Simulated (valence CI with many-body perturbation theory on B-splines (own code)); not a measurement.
Tl⁴¹⁺: calculated level list

Method: relativistic CI+MBPT: four valence electrons over a frozen Dirac-Fock core [Kr], a basis of 7 s, 7 p, 8 d, 6 f, 4 g, 1 h functions for each j, with the one-electron correlation potential Σ1, the two-electron term Σ2, the three-electron term Σ3, Breit, model QED; selected CI, second order for the rest, scaled by the run's own slope (own B-spline code, finite nucleus).

The last digits are not significant, and no measured levels were compared; by estimate large intervals hold to a few tenths of a per cent, small ones and those within an open d or f shell to about a per cent. Only levels of the ground parity were solved; by the run's estimate the other parity begins above the list, which can be wrong where configurations are misplaced.

Levels 1 to 31 of 31, with energies above the lowest level, (4d3/2^4) J=0. "Leading %" is the weight of the configuration and term that name the level; weights of strongly mixed levels are sums over their largest components and can fall short, so below about 35 % the name and the second component can differ from the true leading terms, or belong to a minority configuration. In the jj column 3d3/2^4 stands for four electrons in 3d with j = 3/2. Lifetimes count E1, E2, E3, M1 and M2 decay at the calculated energies, and are blank where another channel may lead or the interval is too uncertain; long ones can be off by a factor of two.

```tsv
No.	Configuration	Term	J	E (cm⁻¹)	Leading %	Lifetime	Second component	g	Leading jj
1	4d4	3P	0	0	60		26 % 4d4 5D		4d3/2^4 (98 %)
2	4d4	5D	1	205480	58	4.63 μs	42 % 4d4 3P	1.496	4d3/2^3 4d5/2 (99 %)
3	4d4	3F	4	251210	28		24 % 4d4 3H	1.066	4d3/2^3 4d5/2 (99 %)
4	4d4	5D	2	258050	34	419 μs	18 % 4d4 3D	1.209	4d3/2^3 4d5/2 (94 %)
5	4d4	3F	3	269890	30	13.5 ms	20 % 4d4 3G	1.122	4d3/2^3 4d5/2 (96 %)
6	4d4	5D	0	443020	66	1.83 μs	22 % 4d4 1S		4d3/2^2 4d5/2^2 (98 %)
7	4d4	5D	2	445250	52	2.61 μs	15 % 4d4 3F	1.280	4d3/2^2 4d5/2^2 (95 %)
8	4d4	3H	4	455480	40	4.54 μs	36 % 4d4 5D	1.147	4d3/2^2 4d5/2^2 (98 %)
9	4d4	5D	3	459800	49	4.59 μs	31 % 4d4 3G	1.179	4d3/2^2 4d5/2^2 (94 %)
10	4d4	3H	5	476790	67	8.96 μs	33 % 4d4 3G	1.084	4d3/2^2 4d5/2^2 (100 %)
11	4d4	1I	6	489840	53	22.2 ms	47 % 4d4 3H	1.073	4d3/2^2 4d5/2^2 (99 %)
12	4d4	3D	1	490490	42	4.50 μs	40 % 4d4 3P	1.075	4d3/2^2 4d5/2^2 (97 %)
13	4d4	3F	3	503230	45	6.64 μs	23 % 4d4 3D	1.069	4d3/2^2 4d5/2^2 (98 %)
14	4d4	3G	4	506730	54	21.4 μs	39 % 4d4 1G	1.033	4d3/2^2 4d5/2^2 (98 %)
15	4d4	3F	2	511080	33	14.6 μs	29 % 4d4 3D	1.078	4d3/2^2 4d5/2^2 (98 %)
16	4d4	3F	2	555290	51	3.44 μs	29 % 4d4 3P	0.981	4d3/2^2 4d5/2^2 (97 %)
17	4d4	3F	4	571600	65		27 % 4d4 1G	1.186	4d3/2^2 4d5/2^2 (97 %)
18	4d4	1D	2	613730	43	49.9 μs	30 % 4d4 3P	1.120	4d3/2^2 4d5/2^2 (95 %)
19	4d4	3P	0	667780	56	8.65 μs	44 % 4d4 1S		4d3/2^2 4d5/2^2 (85 %)
20	4d4	5D	4	694680	38	2.07 μs	24 % 4d4 3H	1.167	4d3/2 4d5/2^3 (96 %)
21	4d4	3F	3	698100	42	1.85 μs	30 % 4d4 5D	1.202	4d3/2 4d5/2^3 (97 %)
22	4d4	3D	1	715570	49	1.47 μs	28 % 4d4 3P	1.002	4d3/2 4d5/2^3 (98 %)
23	4d4	3G	5	721820	66	3.74 μs	33 % 4d4 3H	1.140	4d3/2 4d5/2^3 (100 %)
24	4d4	3H	6	726110	53	4.41 μs	47 % 4d4 1I	1.084	4d3/2 4d5/2^3 (99 %)
25	4d4	3F	2	748680	46	2.29 μs	38 % 4d4 3P	1.064	4d3/2 4d5/2^3 (96 %)
26	4d4	3D	3	756110	36	3.09 μs	31 % 4d4 1F	1.089	4d3/2 4d5/2^3 (98 %)
27	4d4	1S	0	782210	75	4.05 μs	20 % 4d4 3P		4d3/2 4d5/2^3 (82 %)
28	4d4	3P	1	805080	88	2.56 μs	9 % 4d4 3D	1.409	4d3/2 4d5/2^3 (98 %)
29	4d4	3F	3	806110	64	3.68 μs	32 % 4d4 1F	1.059	4d3/2 4d5/2^3 (99 %)
30	4d4	1G	4	811140	65	3.13 μs	23 % 4d4 3F	1.050	4d3/2 4d5/2^3 (98 %)
31	4d4	1D	2	822170	60	3.53 μs	26 % 4d4 3P	1.117	4d3/2 4d5/2^3 (91 %)
```

The ionisation energy to 4d3 4F_3/2 of the next ion comes out as 2015.3 eV (NIST: 2014 ± 4 eV (theoretical)). All 31 levels together are meant to be complete up to 855040 cm⁻¹.
